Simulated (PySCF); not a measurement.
A structure optimised at PBE0-D3(BJ)/def2-TZVP, used in a PySCF frequency run:

```
Al
O 1 1.6987
H 2 0.9569 1 125.64
O 1 1.6987 2 124.97 3 0.00
H 4 0.9569 1 125.64 2 0.00
```
Charge 0, spin multiplicity 2.

Problem. Write its SMILES, formula and point group.

Solution. [OH][Al][OH], AlH2O2, C2v

Problem. What are its rotational constants (standard atomic weights)?

Solution. 40.951, 6.4736, 5.5900 GHz
